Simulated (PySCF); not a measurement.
**Steps of a relaxation of [BiO2]+**

[BiO2]+ (singlet). PySCF 2.14.0, RKS BP86, Bi def2-SVP with ECP60, O def2-SVP; non-relativistic Hamiltonian with scalar-relativistic core potentials where named; density fitting; no spin-orbit coupling. Origin of the start: template. Columns: position (Å) and force (eV/Å). Energies are counted from the last step; some of the 10 steps are shown. Forces carry noise of the integration grid, about 0.01 to 0.03 eV/Å.

Run from Python with OMP_NUM_THREADS=2. Where DIIS fails, smearing, a level shift and second-order steps follow.
It took 18 s on 2 threads of Arm Neoverse N1, on a shared host, from the converged density of the start.

```xyz
3
step 0  E = 2.779 eV
Bi    0.0000    0.0000   -0.0923     0.00    0.00   -7.90
O     1.5535    0.0000    0.6029    11.61    0.00    3.95
O    -1.5535    0.0000    0.6029   -11.61    0.00    3.95
```

```xyz
3
step 3  E = 0.160 eV
Bi    0.0000    0.0000    0.0912     0.00    0.00    0.87
O     1.9370    0.0000    0.5111    -1.24    0.00   -0.44
O    -1.9370    0.0000    0.5111     1.24    0.00   -0.44
```

```xyz
3
step 6  E = 0.028 eV
Bi    0.0000    0.0000    0.2260     0.00    0.00    0.22
O     1.9118    0.0000    0.4438    -0.03    0.00   -0.11
O    -1.9118    0.0000    0.4438     0.03    0.00   -0.11
```

Question: Where does the relaxation end?

Answer: It converges at step 9 in D∞h:
```xyz
3
step 9  E = 0
Bi    0.0000    0.0000    0.3691
O     1.9209    0.0000    0.3722
O    -1.9209    0.0000    0.3722
```

Question: How did the contacts change?

Answer: 
```tsv
contact	start (Å)	end (Å)
Bi1–O2 (O)	1.702	1.921
Bi1–O3 (O)	1.702	1.921
```
